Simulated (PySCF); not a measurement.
Compound: CH3ClOSi (triplet state).
Structure used (PBE0-D3(BJ)/def2-SVP), in Å, numbered top down from 1:
```xyz
7
CH3ClOSi angstrom
C     -0.9589    0.1154   -0.0334
O      0.0437   -0.6375    0.6154
Si     1.5811   -0.9013    0.0387
Cl     3.0570    0.4835    0.5164
H     -1.0291   -0.1275   -1.1067
H     -1.9213   -0.1190    0.4446
H     -0.7658    1.1962    0.0692
```

The hyperfine couplings belong to this conformer and change with its torsions.

As a line formula: `CO[Si]Cl` [triplet].

Computed, not measured: PySCF, UKS B3LYP, IGLO-III on C Cl O Si, pcH-1 on H, non-relativistic, mean-field spin-orbit, GIAO. The structure is a single PBE0-D3(BJ)/def2-SVP conformer in the gas phase; no vibrational or solvent corrections. This triplet need not be the ground state; the singlet was not compared here. No stability test was run, so a lower SCF solution isn't excluded.

Problem. Break the g tensor into its mass correction, gauge correction and orbital-Zeeman/spin–orbit terms.

Solution. 
```tsv
Δg (ppm)	1	2	3
relativistic mass correction	-190	-190	-190
gauge correction	44	51	22
orbital Zeeman/spin–orbit	-3924	1049	1690
total	-4070	910	1523
```

So g = 1.99825, 2.00323, 2.00384 and g_iso = 2.00177; the tensor is close to axial: the two nearest values differ by 11 % of g3 − g1. Axes: g1 points within 2° of the Si3–Cl4 bond.

Problem. What are the electron Larmor frequencies g μB B/h along the three axes at 3350 mT?

Solution. 93.6928, 93.9263, 93.9550 GHz for g1, g2 and g3, a range of 262.2 MHz.

Problem. What effective moment and Curie constant follow for a powder at temperatures where kT is far above the zero-field splitting?

Solution. With the mean of g² = 4.0071 and S(S+1) = 2.00: μ_eff = √(⟨g²⟩S(S+1)) = 2.831 μB and χT = 0.12505·⟨g²⟩·S(S+1) = 1.002 cm³ K/mol (cgs; spin-Hamiltonian part alone).

Problem. At 94.248 GHz, how far is the centre of the isotropic spectrum from where a free electron (g = 2.002319) resonates, zero-field splitting left aside?

Solution. B = hν/(g μB) with μB/h = 13.99624 MHz/mT gives 3363.00 mT for the free electron and 3363.92 mT at g_iso, 0.92 mT higher.

The Mulliken spin populations are largest on Si3 (+1.69), Cl4 (+0.21) and O2 (+0.07).

The HOMO–LUMO gaps are 4.56 eV among the α and 4.14 eV among the β orbitals.

On Arm Neoverse V1, one thread, no GPU, on a shared host, this took 26 s wall.
